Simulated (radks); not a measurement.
Question: Excited configurations of Ba+: one electron is placed in a higher orbital outside [Xe]. The ground configuration is [Xe] 6s1. All-electron calculation, scalar-relativistic Kohn-Sham, PBEsol, spin-unpolarised, spherical densities, finite nucleus; Fermi nuclear charge, rms radius 4.8378 fm. Program: a radial shooting solver on a logarithmic mesh with Libxc functionals. Excitation = E - E(ground); binding = E(ion) - E, where the ion is the core of charge +2; n* = 2/sqrt(2 binding) in atomic units, and the quantum defect is n - n*.

outer orbital  excitation (eV)  binding (eV)     n*  quantum defect  eigenvalue (eV)  <r> (bohr)
4f                       4.689         5.204  3.234           0.766           -2.136       4.301
7s                       4.924         4.970  3.309           3.691           -3.932       8.541
7p                       5.869         4.025  3.677           3.323           -3.151       10.12
7d                       7.121         2.772  4.431           2.569           -2.169       13.89

Estimate the row for 6d.

Answer: excitation (eV) 5.409; binding (eV) 4.485; n* 3.484; quantum defect 2.516; eigenvalue (eV) -3.377; <r> (bohr) 8.012. The Delta-SCF ionisation energy is 9.894 eV (NIST Atomic Spectra Database: 10.004 eV, measured). Self-interaction in the functional shifts the binding energies and quantum defects, so they are the method's values and not measured ones. Spin polarisation and multiplet splitting are left out, so open shells lie too high by an amount that depends on their filling.

Beside tabulated values, note that spin-unpolarised runs miss the spin-polarisation part of the exchange energy of open shells.
